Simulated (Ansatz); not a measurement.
Relaxation of BCl2HSi (5 atoms, charge 0, multiplicity 1), to a largest force component of 0.02 eV/Å in at most 50 steps.

Level of theory: Ansatz, UKS B3LYP/6-31G*.

```xyz
5
Properties=species:S:1:pos:R:3
B -0.407 1.309 -0.071
Si 0.137 -0.427 0.022
Cl 1.455 -1.196 1.364
Cl -0.875 -2.023 -0.727
H 0.493 0.699 -0.802
```

Where does it end, and by what steps?

It converged. After 20 steps the energy has fallen by 2.482 eV; H5 moved furthest, 1.25 Å. Parted: Si2–H5.

```csv
step,energy less start (eV),largest force component (eV/Å),accepted
0,0.0000,3.559,yes
1,-0.7828,2.499,yes
2,-1.0206,0.847,yes
3,-0.8692,1.810,no
4,-1.0546,0.224,yes
5,-1.0664,0.229,yes
6,-1.1101,0.246,yes
7,-1.1720,0.534,yes
8,-1.3412,0.783,yes
9,-1.5568,1.210,yes
10,-1.9170,0.913,yes
11,-2.1715,1.290,yes
12,-2.3916,1.229,yes
13,-2.3505,1.345,no
14,-2.4362,0.376,yes
15,-2.4666,0.227,yes
16,-2.4779,0.101,yes
17,-2.4814,0.031,yes
18,-2.4817,0.058,yes
19,-2.4811,0.194,no
20,-2.4819,0.005,yes
```

```xyz
5
Properties=species:S:1:pos:R:3
B -0.027 0.932 -0.331
Si 0.444 -0.909 -0.129
Cl 1.315 -1.347 1.713
Cl -1.136 -2.217 -0.495
H 0.207 1.902 -0.973
```

Whether the end is a true minimum wasn't checked by a vibrational analysis.

Run time: 42 s on 2 threads of AMD EPYC 9R45 96-Core Processor (Zen 5), with other jobs on the host, peak memory 0.24 GiB.
